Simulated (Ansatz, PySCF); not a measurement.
Gas-phase reaction (SMILES): [SiH3][SiH2][SiH2][SiH2][SiH3] + 4 [H][H] (H2) → 5 [SiH4] (SiH4); energy of full hydrogenation.

Each molecule is optimised on its own at B3LYP-D3(BJ)/def2-TZVP (Ansatz, a program for electronic structure), one conformer each, not searched for the lowest. Cores are frozen in the correlated levels unless marked. Spin-orbit coupling is left out. Non-relativistic. CBS marks a two-point X^-3 extrapolation of the correlation energy; Hartree-Fock from the larger set. Thermal terms are rigid-rotor harmonic-oscillator values from B3LYP-D3(BJ) frequencies (Ansatz or PySCF) at 298.15 K and 1 atm. 1 Eh = 627.5095 kcal/mol.

```csv
species,"E, CCSD(T)/CBS(cc-pV(T+d)Z,cc-pV(Q+d)Z) (Ansatz) (Eh)","E, wB97X-V/def2-TZVPD (Ansatz) (Eh)",H - E (Eh)
[SiH3][SiH2][SiH2][SiH2][SiH3],-1452.57298,-1454.48559,0.11470
[H][H] (H2),-1.17450,-1.17238,0.01336
[SiH4] (SiH4),-291.45815,-291.83995,0.03520
```

### Question
Work out ΔE and ΔH at 298.15 K at the first level, then ΔH at the second.

### Answer

1. ΔE = [5×(-291.45815)] - [(-1452.57298) + 4×(-1.17450)] = -0.01977 Eh = -12.4 kcal/mol at CCSD(T)/CBS(cc-pV(T+d)Z,cc-pV(Q+d)Z).
2. The terms H - E add up to 0.00786 Eh, so ΔH = (-0.01977 + (0.00786))×627.5095 = -7.5 kcal/mol.
3. At wB97X-V/def2-TZVPD the same steps give ΔE = -15.5 and ΔH = -10.5 kcal/mol, a shift of -3.0 from the first level.
4. These values are not checked against measurement here, since the tables used lack a sound gas-phase enthalpy of formation for at least one species.
